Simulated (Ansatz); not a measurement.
Two spin states of LaF, each at its own minimum; 2S+1 = 1, 3, 5 were tried, and the measured ground state has 1. No spin–orbit coupling.

```json
[
 {"level": "PBE/def2-TZVPP", "energy of the multiplicity-3 state above the multiplicity-1 state (eV)": "-0.080"},
 {"level": "PBE0/def2-TZVPP", "energy of the multiplicity-3 state above the multiplicity-1 state (eV)": "-0.154"},
 {"level": "wB97X-V/def2-TZVPP", "energy of the multiplicity-3 state above the multiplicity-1 state (eV)": "0.105"},
 {"level": "CCSD/def2-TZVPP", "energy of the multiplicity-3 state above the multiplicity-1 state (eV)": "0.130"},
 {"level": "CCSD(T)/def2-TZVPP", "energy of the multiplicity-3 state above the multiplicity-1 state (eV)": "0.238"}
]
```

The rows run from -0.154 (PBE0/def2-TZVPP) to 0.238 eV (CCSD(T)/def2-TZVPP). The 3 functionals in def2-TZVPP without D3 or D4 span 0.259, from PBE0 to wB97X-V.

Each state is the lowest solution found for its spin in def2 and cc sets. The singlet is a restricted closed-shell determinant, which can mix singlet states where a π or δ shell is part-filled.

Correlated levels freeze the inner cores; with def2 sets outer-core shells near the valence are correlated too.

Doubts at one or more of the structures used: a restricted determinant that unrestricted orbitals would lower (CCSD/def2-TZVPP, CCSD(T)/def2-TZVPP).

Programs: Ansatz (Gaussian basis) for Hartree–Fock, density functionals and correlated methods.  In def2 rows elements past Kr take small-core potentials, without spin–orbit coupling.

Ansatz is a first-principles code.
